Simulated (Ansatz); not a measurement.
Cost and result for the atomization energy of C4H8Sn (`C#C[CH](C)[SnH3]`) (13 atoms, 12 bonds).

Cartesian coordinates in Å:
```
C 0.531 2.341 -0.976
C 0.114 1.407 -0.341
C -0.359 0.259 0.390
C -1.543 -0.436 -0.282
Sn 1.323 -1.103 0.632
H 0.894 3.173 -1.530
H -0.633 0.565 1.404
H -2.387 0.251 -0.386
H -1.875 -1.296 0.304
H -1.279 -0.786 -1.282
H 0.804 -2.449 1.554
H 1.810 -1.619 -0.919
H 2.600 -0.306 1.432
```

The species carries charge 0 and has multiplicity 1. Correlated methods include outer-core shells of Sn, which these sets cover unevenly. Sn takes the def2 core potential. The geometry is a stationary point of PBE0-D4/def2-TZVP. Program: Ansatz. All runs use 2 threads of an AMD EPYC 7R13 on a shared host and a share of an NVIDIA H100 80 GB. Times are those of one run each, without the atoms' runs, and a repeat can differ threefold. Electronic energies, without spin–orbit coupling; frozen cores. CCSD(T)/CBS adds CCSD(T) − MP2 in def2-TZVPP to the MP2 limit, and its time is that of the two runs behind it. T1 = 0.012. With those shells the extrapolation isn't a true limit. B3LYP takes the VWN-RPA correlation (the form of Gaussian; ORCA's B3LYP/G).

CCSD(T)/CBS is a level of theory with its own doubt, some kJ/mol a heavy atom from the limit and from the frozen cores, so smaller differences don't rank the functionals.

```json
{"level": "CCSD(T)/def2-TZVPP", "functions": "286", "atomization (kcal/mol)": "1117.4", "difference from CCSD(T)/CBS": "-25.9", "per bond": "-2.2"}
{"level": "r2SCAN-D4/def2-TZVPP (with forces)", "functions": "286", "atomization (kcal/mol)": "1141.4", "difference from CCSD(T)/CBS": "-1.9", "per bond": "-0.2"}
{"level": "CCSD(T)/CBS(def2)", "functions": "–", "atomization (kcal/mol)": "1143.3", "difference from CCSD(T)/CBS": "0.0", "per bond": "0.0"}
{"level": "PBE0-D4/def2-TZVPP", "functions": "286", "atomization (kcal/mol)": "1145.0", "difference from CCSD(T)/CBS": "1.7", "per bond": "0.1"}
{"level": "ωB97M-V/def2-TZVPP (with forces)", "functions": "286", "atomization (kcal/mol)": "1141.9", "difference from CCSD(T)/CBS": "-1.4", "per bond": "-0.1"}
{"level": "MP2/def2-QZVPP", "functions": "550", "atomization (kcal/mol)": "1142.9", "difference from CCSD(T)/CBS": "-0.4", "per bond": "0.0"}
{"level": "PBE-D4/def2-TZVPP (with forces)", "functions": "286", "atomization (kcal/mol)": "1161.7", "difference from CCSD(T)/CBS": "18.4", "per bond": "1.5"}
{"level": "B2PLYP/def2-TZVPP", "functions": "286", "atomization (kcal/mol)": "1128.7", "difference from CCSD(T)/CBS": "-14.6", "per bond": "-1.2"}
{"level": "ωB97X-V/def2-TZVPP", "functions": "286", "atomization (kcal/mol)": "1142.4", "difference from CCSD(T)/CBS": "-0.9", "per bond": "-0.1"}
{"level": "B3LYP-D4/def2-TZVPP (with forces)", "functions": "286", "atomization (kcal/mol)": "1140.0", "difference from CCSD(T)/CBS": "-3.3", "per bond": "-0.3"}
```

Problem. Order the runs by time, with rough figures. (An estimate is asked.)

Solution. The calculation gave: PBE0-D4/def2-TZVPP 1.7 s; PBE-D4/def2-TZVPP (with forces) 2.2 s; r2SCAN-D4/def2-TZVPP (with forces) 2.4 s; B3LYP-D4/def2-TZVPP (with forces) 2.5 s; ωB97X-V/def2-TZVPP 2.7 s; B2PLYP/def2-TZVPP 4.7 s; MP2/def2-QZVPP 5.5 s; ωB97M-V/def2-TZVPP (with forces) 7 s; CCSD(T)/def2-TZVPP 11 s; CCSD(T)/CBS(def2) 16 s.

From PBE to PBE0 (25 % exact exchange), in def2-TZVPP and without D4, the atomization energy moves by −15.7 kcal/mol: exact exchange takes away binding that semilocal exchange gives to molecules. In def2-TZVPP, CCSD(T) changes the Hartree–Fock value by +280.0 kcal/mol (the triples alone add +17.6 kcal/mol) and MP2 by +290.3 kcal/mol; breaking electron pairs costs correlation energy, which Hartree–Fock lacks. The D4 term adds +11.0 kcal/mol with B3LYP and +5.8 kcal/mol with PBE0; it sums over pairs of atoms, weighted by their polarisabilities, and B3LYP, whose exchange is more repulsive, gets the larger term.

Spin–orbit coupling would lower the free Sn atoms strongly, and the atomization energy with them, by more than many differences here. For some Ge, Se and Sn compounds the MP2-based and the directly extrapolated limit differ by 10 to 25 kJ/mol.
